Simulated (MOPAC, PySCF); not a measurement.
CH4Si, SMILES `C[SiH]` (lower singlet), neutral singlet in the gas phase. This singlet lies 1.01 eV below the relaxed triplet at the level composite: frozen-core CCSD(T) with HF/cc-pVQZ and the correlation energy extrapolated as X^-3 from cc-pVTZ and cc-pVQZ, plus CCSDT(Q) minus CCSD(T) in cc-pVDZ // PBE0-D3(BJ)/def2-TZVP (Ansatz).

Cartesian coordinates (Å):
SMILES: C[SiH]
```xyz
6

C     -0.5205     0.0883    -0.0336
Si     1.2488     0.6749    -0.3613
H     -1.2855     0.7900    -0.3675
H     -0.6541    -0.1031     1.0389
H     -0.6837    -0.8791    -0.5261
H      1.8949    -0.5710     0.2496
```
Charge 0, multiplicity 1.

All levels are single points at this geometry (PBE0-D3(BJ)/def2-TZVP); Pople sets use spherical d functions. Orbital energies aren't observables, and empty levels follow the basis.

```json
[
 {"level": "PBE0-D3(BJ)/def2-TZVP in PySCF", "HOMO (eV)": "-6.30", "LUMO (eV)": "-2.53", "gap (eV)": "3.77", "dipole (D)": "1.16", "vertical IE, Delta-SCF (eV)": "–"},
 {"level": "B3LYP/3-21G in PySCF", "HOMO (eV)": "-5.91", "LUMO (eV)": "-2.70", "gap (eV)": "3.20", "dipole (D)": "1.41", "vertical IE, Delta-SCF (eV)": "–"},
 {"level": "B3LYP/6-311+G** in PySCF", "HOMO (eV)": "-6.16", "LUMO (eV)": "-2.80", "gap (eV)": "3.36", "dipole (D)": "1.07", "vertical IE, Delta-SCF (eV)": "–"},
 {"level": "B3LYP/6-31G* in PySCF", "HOMO (eV)": "-5.99", "LUMO (eV)": "-2.63", "gap (eV)": "3.35", "dipole (D)": "1.31", "vertical IE, Delta-SCF (eV)": "8.62"},
 {"level": "B3LYP/LANL2DZ in PySCF", "HOMO (eV)": "-5.95", "LUMO (eV)": "-2.77", "gap (eV)": "3.18", "dipole (D)": "1.28", "vertical IE, Delta-SCF (eV)": "–"},
 {"level": "BP86/6-31G* in PySCF", "HOMO (eV)": "-5.22", "LUMO (eV)": "-3.41", "gap (eV)": "1.81", "dipole (D)": "1.47", "vertical IE, Delta-SCF (eV)": "–"},
 {"level": "PBE/6-31G* in PySCF", "HOMO (eV)": "-5.11", "LUMO (eV)": "-3.32", "gap (eV)": "1.78", "dipole (D)": "1.49", "vertical IE, Delta-SCF (eV)": "8.47"},
 {"level": "SVWN5/6-31G* in PySCF", "HOMO (eV)": "-5.12", "LUMO (eV)": "-3.47", "gap (eV)": "1.66", "dipole (D)": "1.57", "vertical IE, Delta-SCF (eV)": "8.59"},
 {"level": "HF/3-21G in PySCF", "HOMO (eV)": "-8.56", "LUMO (eV)": "0.72", "gap (eV)": "9.28", "dipole (D)": "1.23", "vertical IE, Delta-SCF (eV)": "–"},
 {"level": "HF/STO-3G in PySCF", "HOMO (eV)": "-6.03", "LUMO (eV)": "6.15", "gap (eV)": "12.19", "dipole (D)": "0.15", "vertical IE, Delta-SCF (eV)": "–"},
 {"level": "AM1 in MOPAC", "HOMO (eV)": "-7.73", "LUMO (eV)": "-1.07", "gap (eV)": "6.66", "dipole (D)": "1.15", "vertical IE, Delta-SCF (eV)": "–"},
 {"level": "PM6 in MOPAC", "HOMO (eV)": "-7.55", "LUMO (eV)": "-1.54", "gap (eV)": "6.01", "dipole (D)": "1.18", "vertical IE, Delta-SCF (eV)": "–"},
 {"level": "PM7 in MOPAC", "HOMO (eV)": "-9.11", "LUMO (eV)": "-0.15", "gap (eV)": "8.96", "dipole (D)": "1.95", "vertical IE, Delta-SCF (eV)": "–"}
]
```
